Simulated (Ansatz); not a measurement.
Reaction R1 → P1 + P2, each structure at its B3LYP-D3(BJ)/def2-TZVP stationary point, reached from a drawn start (curvature not checked).
R1, H5W (SMILES [WH5]) (charge 0, multiplicity 2, Z-matrix in Å and degrees):
```
W
H 1 1.6787
H 1 1.6935 2 61.77
H 1 1.6935 2 61.82 3 179.90
H 1 1.7206 2 121.68 3 89.93
H 1 1.7207 2 121.65 3 -89.99
```
P1, H4W (SMILES [WH4]) (charge 0, multiplicity 3):
```
atom    x (Å)    y (Å)    z (Å)
----  -------  -------  -------
W      0.0000   0.0000   0.0000
H      0.9941   0.9744   0.9940
H      0.9810  -0.9932  -0.9886
H     -0.9755   1.0006  -0.9866
H     -0.9995  -0.9819   0.9813
```
P2: H atom, charge 0, multiplicity 2.

P less R. No zero-point or thermal terms; open shells are unrestricted; no spin–orbit coupling. The spin states of the d-block species are the ones drawn and need not be the lowest.

Frozen-core correlation throughout. CBS: X⁻³ extrapolation of the correlation energy, Hartree–Fock from the larger set.

Run with Ansatz (Gaussian orbitals). Each number belongs to the level named beside it. Elements past Kr take the def2 small-core potentials, without spin–orbit coupling.

```csv
level,reaction energy (kJ/mol)
HF/def2-TZVPP,94.2
r2SCAN/def2-TZVPP,237.0
B3LYP/def2-TZVPP,240.6
BHLYP/def2-TZVPP,216.7
wB97X-V/def2-TZVPP,241.7
MP2/def2-QZVPP,236.4
SCS-MP2/def2-QZVPP,247.9
CCSD(T)/def2-SVP,216.8
"CCSD(T)/CBS(def2-TZVPP, def2-QZVPP)",?
```

Fill in the missing entries.


- CCSD(T)/CBS(def2-TZVPP, def2-QZVPP), reaction energy (kJ/mol): 243.4

Ansatz is a program for electronic structure.
